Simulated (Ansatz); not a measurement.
# SiHCl2O2 (SMILES [O][Si](O)(Cl)Cl): the energy to break a bond

SiHCl2O2: 6 atoms, total charge 0, spin state doublet. SMILES: `[O][Si](O)(Cl)Cl`. The shape was relaxed beforehand at r2SCAN/def2-SVP. This is one conformer, not always the lowest.

| atom | x (Å) | y (Å) | z (Å) |
| --- | --- | --- | --- |
| O | -1.2311 | 0.1987 | 1.2269 |
| Si | -0.2763 | 0.0338 | -0.1206 |
| O | 1.0718 | -0.8660 | 0.1086 |
| Cl | -1.2241 | -0.7954 | -1.7170 |
| Cl | 0.1009 | 2.0294 | -0.4362 |
| H | 1.6007 | -0.6646 | 0.8921 |

Wanted: the dissociation energy of the Si2–O1 bond into doublet SiHCl2O and triplet O (shapes relaxed at r2SCAN/def2-SVP, no zero-point term). 1 Eh = 2625.50 kJ/mol = 27.2114 eV. Totals in Eh; open shells run unrestricted unless said.

| level | program | SiHCl2O2 | doublet SiHCl2O | triplet O |
| --- | --- | --- | --- | --- |
| USVWN5/def2-SVP | Ansatz | -1355.365027 | -1280.720832 | -74.429220 |
| UB3LYP/def2-SVP | Ansatz | -1360.588940 | -1285.414381 | -75.000759 |
| UCCSD(T)/def2-SVP, 17 core orbitals frozen | Ansatz | -1358.610753 | -1283.610770 | -74.837469 |

Work out the dissociation energy at each level.


1. USVWN5/def2-SVP: (-1280.720832) + (-74.429220) − (-1355.365027) = 0.214975 Eh = 564.4 kJ/mol = 5.85 eV.
2. UB3LYP/def2-SVP: (-1285.414381) + (-75.000759) − (-1360.588940) = 0.173800 Eh = 456.3 kJ/mol = 4.73 eV.
3. UCCSD(T)/def2-SVP: (-1283.610770) + (-74.837469) − (-1358.610753) = 0.162514 Eh = 426.7 kJ/mol = 4.42 eV.

The levels span 427 to 564 kJ/mol; no measured value is set beside them. A bond enthalpy at 298 K also holds the loss of zero-point energy and thermal terms.
